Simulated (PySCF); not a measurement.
Labels have come off several samples. The candidates:

A. dichloromaleic anhydride (O=C1OC(=O)C(Cl)=C1Cl)
B. SMILES CO/C=C\CC=O
C. SMILES C1[C@H](OC)C=CO1
D. SMILES C1(C)(F)CC1

Spectrum 1. ¹³C{¹H} NMR (computed): δ 159.4 (CH), 102.3 (CH), 88.6 (CH), 78.6 (CH2), 57.8 (CH3).

Spectrum 2. ¹³C{¹H} NMR (computed): δ 163.5 (C), 148.5 (C).

Spectrum 3. ¹³C{¹H} NMR (computed): δ 77.3 (C), 23.6 (CH3), 13.6 (CH2).

Spectrum 4. ¹³C{¹H} NMR (computed): δ 203.1 (CH), 157.3 (CH), 102.4 (CH), 60.5 (CH3), 44.5 (CH2).

One conformer, relativity neglected, gas phase, equivalent nuclei averaged. σ from GIAO-PBE0/pcSseg-1; geometry: GFN2-xTB; PySCF 2.14.

Referencing at the same level of theory: ¹³C (σ = 186.93 ppm) against TMS. Splittings of carbon signals by F and P are missing where no couplings were computed. Shifts are as computed. Against solution values, carbons near 30 ppm lie about +3 ppm off and those near 130 ppm about +5 ppm; carbons on Cl a further +6 ppm (rms about the fit 2.1 ppm; single classes can miss by 10 ppm). Of 1328 compounds with measured shifts, 309 miss one by over three times the rms of a fit or turn the order of signals round; such compounds aren't used in these exercises. Signals without a measured value on file couldn't be tested in this way; 1H shifts scatter by 0.2 ppm about their fit, and single ones miss by 0.5 ppm. Carbons bonded to Cl come out too deshielded.

Q: Match each spectrum to its structure.

A: 1–C, 2–A, 3–D, 4–B.

- Spectrum 1 (C): 5 ¹³C signals; δC 159.4 is an alkene carbon bearing oxygen; δC 102.3 is a β carbon of an enol-ether or enamine type C=C.
- Spectrum 2 (A): 2 ¹³C signals; δC 163.5 is an anhydride carbonyl carbon; δC 148.5 is a β carbon of a C=C–C=O unit.
- Spectrum 3 (D): 3 ¹³C signals; δC 77.3 is a three-membered-ring carbon; δC 23.6 is a methyl carbon.
- Spectrum 4 (B): 5 ¹³C signals; δC 203.1 is an aldehyde carbonyl carbon; δC 157.3 is an alkene carbon bearing oxygen.
